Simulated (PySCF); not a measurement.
```xyz
21

Si    -3.6536     0.0524     0.0559
C     -1.8002    -0.2494     0.0925
C     -1.2791    -1.5730     0.1199
C      0.0739    -1.8008     0.1462
C      0.9986    -0.7244     0.1468
C      2.3981    -0.9432     0.1737
C      3.2703     0.1188     0.1736
C      2.7866     1.4439     0.1468
C      1.4311     1.6781     0.1204
Cl     0.8696     3.3183     0.0877
C      0.4887     0.6108     0.1194
C     -0.9141     0.8116     0.0928
H     -4.2665    -0.5717    -1.1576
H     -4.3105    -0.5521     1.2562
H     -3.9099     1.5233     0.0390
H     -1.9632    -2.4268     0.1204
H      0.4624    -2.8223     0.1672
H      2.7712    -1.9699     0.1945
H      4.3489    -0.0526     0.1944
H      3.4773     2.2884     0.1466
H     -1.2795     1.8406     0.0723
```

Charge 0, multiplicity 1.

### Question
Give the Mulliken and meta-Löwdin atomic charges from PySCF with PBE0-D4/def2-TZVP // PBE0-D4/def2-SVP.

### Answer

```json
[
 {"atom": "Si1", "Mulliken (e)": "0.16", "meta-Löwdin (e)": "0.46"},
 {"atom": "C2", "Mulliken (e)": "0.06", "meta-Löwdin (e)": "-0.22"},
 {"atom": "C3", "Mulliken (e)": "-0.15", "meta-Löwdin (e)": "-0.11"},
 {"atom": "C4", "Mulliken (e)": "-0.22", "meta-Löwdin (e)": "-0.12"},
 {"atom": "C5", "Mulliken (e)": "0.21", "meta-Löwdin (e)": "0.02"},
 {"atom": "C6", "Mulliken (e)": "-0.24", "meta-Löwdin (e)": "-0.12"},
 {"atom": "C7", "Mulliken (e)": "-0.08", "meta-Löwdin (e)": "-0.11"},
 {"atom": "C8", "Mulliken (e)": "-0.20", "meta-Löwdin (e)": "-0.13"},
 {"atom": "C9", "Mulliken (e)": "0.11", "meta-Löwdin (e)": "0.01"},
 {"atom": "Cl10", "Mulliken (e)": "-0.10", "meta-Löwdin (e)": "-0.05"},
 {"atom": "C11", "Mulliken (e)": "0.10", "meta-Löwdin (e)": "-0.01"},
 {"atom": "C12", "Mulliken (e)": "-0.30", "meta-Löwdin (e)": "-0.11"},
 {"atom": "H13", "Mulliken (e)": "-0.02", "meta-Löwdin (e)": "-0.09"},
 {"atom": "H14", "Mulliken (e)": "-0.02", "meta-Löwdin (e)": "-0.09"},
 {"atom": "H15", "Mulliken (e)": "-0.02", "meta-Löwdin (e)": "-0.09"},
 {"atom": "H16", "Mulliken (e)": "0.12", "meta-Löwdin (e)": "0.12"},
 {"atom": "H17", "Mulliken (e)": "0.12", "meta-Löwdin (e)": "0.12"},
 {"atom": "H18", "Mulliken (e)": "0.12", "meta-Löwdin (e)": "0.12"},
 {"atom": "H19", "Mulliken (e)": "0.12", "meta-Löwdin (e)": "0.13"},
 {"atom": "H20", "Mulliken (e)": "0.13", "meta-Löwdin (e)": "0.14"},
 {"atom": "H21", "Mulliken (e)": "0.13", "meta-Löwdin (e)": "0.13"}
]
```
